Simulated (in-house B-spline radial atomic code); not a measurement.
The numbers below are computed, except where a source is named.
**C6 from the polarisability at imaginary frequency: Sn V (Sn4+)**

PBE0 linear response of the closed shell [Kr] 4d10, from a B-spline radial code for spherical atoms; scalar-relativistic (spin-free one-electron X2C), finite nucleus, no spin-orbit coupling; shells from n = 2 respond.

The dispersion coefficient of two like species is C6 = (3/π) ∫ α(iu)² du from 0 to ∞.

```tsv
u (hartree)	α(iu) (bohr³)
0	2.366
0.335	2.292
0.783	2.032
1.34	1.648
2.24	1.144
3.35	0.7521
5.03	0.4417
7.83	0.228
11.2	0.1302
16.8	0.06884
28	0.03079
55.9	0.009863
```

(1) Fit one oscillator, α(iu) = α(0)/(1 + u²/ω²), through u = 2.24 and estimate C6.

(2) How does that compare with the full integral?

Answers

(1) From α(0)/α(iu) − 1 = 2.366/1.144 − 1 = 1.0682, ω = u/√1.0682 = 2.1673 hartree (59.0 eV). London's formula gives C6 = (3/4) α(0)² ω = 0.75 × 2.366² × 2.1673 = 9.099 hartree·bohr⁶, and the oscillator holds f = α(0) ω² = 11.11 electrons, of a sum of oscillator strengths of 44.5.

(2) The program's quadrature over all excitations gives C6 = 9.172, so the single oscillator is off by -0.8 %. At the last point the fit gives α = 0.00355 against 0.00986: higher excitations, and deeper shells where there are any, keep the true curve higher at large u.
